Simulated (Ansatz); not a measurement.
`N=C[SiH2]N` + CH₃NH₂ → `CNC=N` + `N[SiH3]`  (substitution at a C–Si bond)

Isolated molecules relaxed with PBE0-D4/def2-TZVP in Ansatz; ΔE leaves out vibrations. CCSD(T)/CBS adds triple-zeta CCSD(T) − MP2 to the extrapolated MP2 energy (def2 sets, frozen cores). This one scheme is used for every species. DFT in def2-TZVPP. Each species was taken in one conformer, which may not be the lowest.

(1) Is it downhill or uphill in electronic energy at CCSD(T)/CBS, and by how much? (An estimate is asked.)

(2) What do these levels give: PBE0-D4, B2PLYP, RPA@PBE/def2-TZVPP, MP2/def2-SVP, CCSD/def2-SVP, MP2/def2-QZVPP? (Best estimate.)

Largest T1 diagnostic among the species: 0.013.

Results:

(1) Ansatz gave: Downhill: ΔE = -4.0 kcal/mol.

(2) The calculation gave: PBE0-D4 -7.2, B2PLYP -6.2, RPA@PBE/def2-TZVPP -3.9, MP2/def2-SVP -8.6, CCSD/def2-SVP -7.0, MP2/def2-QZVPP -5.6 kcal/mol.

Leaving LDA and LC-ωPBE aside and taking each functional with its dispersion term where it has one, the values, not all of them listed here, spread over 2.6 kcal/mol, from r2SCAN-D4 to ωB97M-V. LDA lies −4.5 kcal/mol from PBE without D4. At CCSD(T), def2-SVP lies −3.3 kcal/mol from the extrapolated value and def2-TZVPP −0.3 kcal/mol.
